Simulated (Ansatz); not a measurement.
`CB(O)[SeH]` + CH₃NH₂ → `NCB(O)[SeH]` + CH₄  (formal exchange of groups at a B–C bond)

Isolated molecules relaxed with PBE0-D4/def2-TZVP in Ansatz; ΔE leaves out vibrations. CCSD(T)/CBS is the MP2 limit (def2-TZVPP, def2-QZVPP) plus CCSD(T) − MP2 in def2-TZVPP, frozen cores. This one scheme is used for every species. DFT in def2-TZVPP. B3LYP here is the variant with VWN-RPA as its local correlation; programs differ in this. For Se outer-core shells are correlated without core-valence functions, which leaves a few kJ/mol of doubt a bond. Scalar relativity is left out up to krypton. One conformer a species, not always the lowest.

`CB(O)[SeH]`:

Cartesian coordinates in Å:
```
C -1.097 -0.486 0.116
B 0.346 0.120 0.002
O 0.697 1.023 -0.950
Se 1.719 -0.431 1.278
H -1.833 0.312 0.268
H -1.213 -1.201 0.931
H -1.371 -0.994 -0.815
H -0.028 1.246 -1.541
H 2.780 0.411 0.712
```

CH₃NH₂:

Z-matrix (Å, degrees):
```
C
N 1 1.453
H 1 1.092 2 109.4
H 1 1.100 2 115.4 3 -121.6
H 1 1.092 2 109.4 3 116.8
H 2 1.012 1 110.6 3 62.6
H 2 1.012 1 110.6 3 -179.3
```

`NCB(O)[SeH]`:

Z-matrix (Å, degrees):
```
C
B 1 1.575
N 1 1.476 2 110.3
H 1 1.093 2 113.4 3 121.4
H 1 1.095 2 110.5 3 -119.4
Se 2 1.964 1 117.7 3 -99.3
O 2 1.357 1 118.3 3 76.2
H 3 1.014 1 110.1 2 60.4
H 3 1.013 1 109.9 2 -56.7
H 6 1.471 2 97.6 1 172.4
H 7 0.959 2 115.3 1 -174.3
```

CH₄:

Cartesian coordinates in Å:
```
C 0.000 0.000 0.000
H 0.495 0.084 0.967
H -0.921 0.583 0.011
H -0.234 -1.045 -0.198
H 0.660 0.378 -0.780
```

```tsv
level	ΔE (kJ/mol)	difference from CCSD(T)/CBS
LDA (SPW92)	4.1	-2.6
BLYP-D4	0.6	-6.1
B3LYP-D4	4.3	-2.4
r2SCANh-D4	5.4	-1.3
BHLYP-D4	7.9	1.2
PBE	5.1	-1.6
B3LYP	8.8	2.1
SCS-MP2/def2-TZVPP	6.6	-0.1
HF/def2-QZVPP	15.8	9.1
MP2/CBS(def2)	6.6	-0.1
CCSD(T)/CBS	6.7	0
```

Largest T1 diagnostic among the species: 0.011.

From r2SCAN to r2SCAN0 (25 % exact exchange), in def2-TZVPP and without D4, ΔE moves by +3.2 kJ/mol. The D4 term adds −4.5 kJ/mol with B3LYP and −2.7 kJ/mol with PBE0; it sums over pairs of atoms, weighted by their polarisabilities, and B3LYP, whose exchange is more repulsive, gets the larger term.
